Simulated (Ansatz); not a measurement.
Consider the substitution at a C–C bond: `CC(C)C(C)S` + `B[SiH](O)F` → `B[SiH](F)OC` + `CC(C)CS`.

Isolated molecules relaxed with PBE0-D4/def2-TZVP in Ansatz; ΔE leaves out vibrations. CCSD(T)/CBS is the MP2 limit (def2-TZVPP, def2-QZVPP) plus CCSD(T) − MP2 in def2-TZVPP, frozen cores. Functionals use def2-TZVPP. B3LYP here is the variant with VWN-RPA as its local correlation; programs differ in this. One conformer a species, not always the lowest.

| level | ΔE (kJ/mol) | difference from CCSD(T)/CBS |
| --- | --- | --- |
| PBE-D4 | 50.1 | -6.4 |
| r2SCAN-D4 | 51.4 | -5.1 |
| PBE0-D4 | 51.0 | -5.5 |
| B3LYP-D4 | 44.0 | -12.5 |
| ωB97X-V | 47.5 | -9.0 |
| ωB97M-V | 51.5 | -5.0 |
| B2PLYP | 45.6 | -10.9 |
| PBE | 45.8 | -10.7 |
| r2SCAN | 50.2 | -6.3 |
| PBE0 | 47.3 | -9.2 |
| B3LYP | 37.2 | -19.3 |
| HF/def2-TZVPP | 30.0 | -26.5 |
| MP2/def2-TZVPP | 61.7 | 5.2 |
| SCS-MP2/def2-TZVPP | 53.2 | -3.3 |
| CCSD/def2-TZVPP | 50.9 | -5.6 |
| CCSD(T)/def2-TZVPP | 54.0 | -2.5 |
| HF/def2-QZVPP | 29.4 | -27.1 |
| MP2/def2-QZVPP | 63.0 | 6.5 |
| SCS-MP2/def2-QZVPP | 54.5 | -2.0 |
| HF/CBS(def2) | 29.4 | -27.1 |
| MP2/CBS(def2) | 64.2 | 7.7 |
| CCSD/CBS(def2) | 53.4 | -3.1 |
| CCSD(T)/CBS | 56.5 | 0 |

Largest T1 diagnostic among the species: 0.012.

In def2-TZVPP, CCSD(T) changes the Hartree–Fock value by +23.9 kJ/mol (the triples alone add +3.1 kJ/mol) and MP2 by +31.7 kJ/mol. The D4 term adds +6.8 kJ/mol with B3LYP and +3.6 kJ/mol with PBE0; it sums over pairs of atoms, weighted by their polarisabilities, and B3LYP, whose exchange is more repulsive, gets the larger term.
